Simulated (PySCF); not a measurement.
C3H4O2Si, SMILES C1([SiH2]C(=O)O1)=C. The structure is a stationary point at PBE0-D3(BJ)/def2-SVP. This is a generated structure with no PubChem entry under its InChIKey; it may be hypothetical.

Computed equilibrium geometry at PBE0-D3(BJ)/def2-SVP (PySCF confirms it by a frequency run) as bond lengths and angles, and its point group:
point group Cs.
Atoms: C1 C2 O3 C4 O5 Si6 H7 H8 H9 H10. Bond lengths (Å): C1–C2 1.329, C1–H7 1.093, C1–H8 1.091, C2–O3 1.400, C2–Si6 1.884, O3–C4 1.389, C4–O5 1.184, C4–Si6 1.947, Si6–H9 1.489, Si6–H10 1.489. Bond angles (°): C2–C1–H7 121.2, C2–C1–H8 120.1, H7–C1–H8 118.7, C1–C2–O3 122.7, C1–C2–Si6 143.2, O3–C2–Si6 94.1, C2–O3–C4 104.0, O3–C4–O5 123.6, O3–C4–Si6 91.8, O5–C4–Si6 144.6, C2–Si6–C4 70.0, C2–Si6–H9 118.1, C2–Si6–H10 118.1, C4–Si6–H9 117.1, C4–Si6–H10 117.1, H9–Si6–H10 111.0.
Charge 0, spin multiplicity 1.
